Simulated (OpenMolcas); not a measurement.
## Levels of S+ by method

| Quantity | Value |
| --- | --- |
| Program | OpenMolcas 26.06 |
| Basis | ANO-RCC-VTZP [5s4p2d1f] |
| Scalar Hamiltonian | DKH2, point nucleus |
| Active space | 5 electrons in 8 orbitals (3s 3p 4s 4p) |
| State averaging | 2S+1 = 4 odd, 1 root; 2S+1 = 2 odd, 8 roots; 2S+1 = 4 even, 3 roots; 2S+1 = 2 even, 9 roots |
| Spin-orbit coupling | RASSI with atomic mean-field integrals over the reference wave functions, term energies averaged over their components |

Methods on the same reference wave functions:
A. CASSCF
B. SS-CASPT2, IPEA 0.25 Eh, imaginary shift 0.1 Eh (closed shells correlated: 2s 2p)
C. XMS-CASPT2, IPEA 0.25 Eh, imaginary shift 0.1 Eh (closed shells correlated: 2s 2p)

Energies in cm⁻¹ above 3s² 3p³ ⁴S°_3/2, the measured ground level; measured values from NIST Handbook of Basic Atomic Spectroscopic Data.

| Level | A | B | C | Measured |
| --- | --- | --- | --- | --- |
| 3s² 3p³ ⁴S°_3/2 | 0.0 | 0.0 | 0.0 | 0.0 |
| 3s² 3p³ ²D°_3/2 | 18706 | 16030 | 15900 | 14853 |
| 3s² 3p³ ²D°_5/2 | 18749 | 16060 | 15930 | 14885 |
| 3s² 3p³ ²P°_1/2 | 25385 | 25580 | 25540 | 24525 |
| 3s² 3p³ ²P°_3/2 | 25419 | 25610 | 25560 | 24572 |
| 3s 3p⁴ ⁴P_5/2 | 85839 | 82570 | 79210 | 79395 |
| 3s 3p⁴ ⁴P_3/2 | 86155 | 82890 | 79530 | 79757 |
| 3s 3p⁴ ⁴P_1/2 | 86340 | 83070 | 79710 | 79963 |

Deviations, from unrounded energies. A percentage is the sum of absolute deviations over the sum of measured energies, with the sign that they share, or ± where signs differ.

```json
{"Against measurement": "mean absolute deviation (cm-1)", "Levels": "7", "A": "4100", "B": "2000", "C": "680"}
{"Against measurement": "other terms of the ground configuration (%)", "Levels": "4", "A": "+12.0", "B": "+5.6", "C": "+5.2"}
{"Against measurement": "other configurations (%)", "Levels": "3", "A": "+8.0", "B": "+3.9", "C": "-0.3"}
```

C lies closest to measurement on these levels and A furthest from it. The largest miss of C in the table is 3s² 3p³ ²D°_5/2, by +1000 cm-1. The ranking rests on the paired levels alone, and a cruder setting can come out closer through cancelling errors.

Between B and C the level of the table that moves most is 3s 3p⁴ ⁴P_3/2, by 3400 cm-1 (lowest in C, highest in B). Moves below CASPT2's spread within the term are not significant.

From A to B the spin-free energies of the other terms of 3s² 3p³ shown, above ⁴S°, scale by factors of 0.86 to 1.01.

The lowest spin-free term lies below A's lowest term by 0.101 hartree in B, 0.101 hartree in C.

CASPT2 breaks the degeneracy within a term, and the mean is taken; among the terms shown or strongly mixed into the levels shown the widest spread is 880 cm-1 (3s² 3p³ ²D°, C). Over all roots computed the reference weight is 0.84 to 0.96 in B, 0.84 to 0.96 in C; the roots of lowest weight are the least certain, and an intruder state may touch them. Active for correlation alone: 4p 4s; no level in the range computed is led by a configuration that fills them, so any true level of that kind is missing. Terms of s pⁿ other than that of highest spin mix with s² pⁿ⁻² d, which this space lacks; all of them can be thousands of cm-1 off, and some have no real level of that name. Without dynamic correlation excited terms often stand tens of per cent too high (terms of higher spin than the ground term too low), and those without a measured partner can miss by more than the paired ones (holds for A). Computed and measured levels are paired by configuration, term and J; levels that our copy of the source lacks, or whose pairing is in doubt (as where it misses far off the trend of its configuration), stay unpaired and out of the deviations. Levels of configurations outside the active space are missing. Levels that lie high or do not pair safely by name in every column are left out.

° marks odd parity.
